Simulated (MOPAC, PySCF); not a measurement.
Complex: HF (SMILES F) (first 2 atoms) with C2H3F (SMILES C=CF); geometry from B3LYP-D3(BJ)/def2-TZVP, rigid monomers moved along the line of their centres of mass till H2···F5 is 2.51 Å.
(charge 0, multiplicity 1):
```xyz
8

F     -0.100    -0.055    -0.307
H      0.020     0.443     0.472
C     -0.227    -1.169     3.598
C      0.037     0.086     3.887
F      0.199     1.028     2.909
H     -0.328    -1.514     2.578
H     -0.346    -1.875     4.405
H      0.156     0.529     4.865
```

Monomers are frozen at their geometry in the pair; levels with a basis set take the counterpoise correction. Rows marked so take none.

Rows in 3-21G, 6-31G* carry no dispersion term and start afresh at each structure (6-31G* with six Cartesian d functions). The state that PM6 reach isn't checked.

Programs: MOPAC for PM6 (differences of heats of formation); PySCF for 3-21G rows, 6-31G* rows. 

Give the interaction energy at the level PM6.

-2 kJ/mol

What interaction energy does HF/3-21G (no counterpoise) give?

-19 kJ/mol

Give the interaction energy at the level B3LYP/6-31G*.

-10 kJ/mol
